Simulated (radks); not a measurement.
Values are calculated unless marked as measured or tabulated.
Question: Ru24+, configuration [Ar] 4s2 (not the ground configuration). Level of theory: scalar-relativistic Kohn-Sham, PBE, spin-polarised, spherical densities, finite nucleus; Fermi nuclear charge, rms radius 4.4809 fm (a radial shooting solver on a logarithmic mesh with Libxc functionals). Some entries of the table are withheld. Estimate them.

orbital,occ.,eigenvalue (eV),<r^2> (bohr^2),r(max) (bohr)
1s,2,(1),0.001510,0.02172
2s,2,(2),0.02455,(3)
2p,6,-3912.425,0.01928,0.09799
3s,2,-1452.221,(4),0.3407
3p,6,(5),0.1469,0.3296
3d,0,-1204.115,0.1187,0.2674
4s,2,-704.0565,0.5823,0.7135
4p,0,-662.8003,0.5962,0.7195
5s,0,-415.2922,1.603,(6)

Answer: 
(1) 1s eigenvalue (eV): -23027.54
(2) 2s eigenvalue (eV): -4235.096
(3) 2s r(max) (bohr): 0.1225
(4) 3s <r^2> (bohr^2): 0.1519
(5) 3p eigenvalue (eV): -1347.883
(6) 5s r(max) (bohr): 1.245
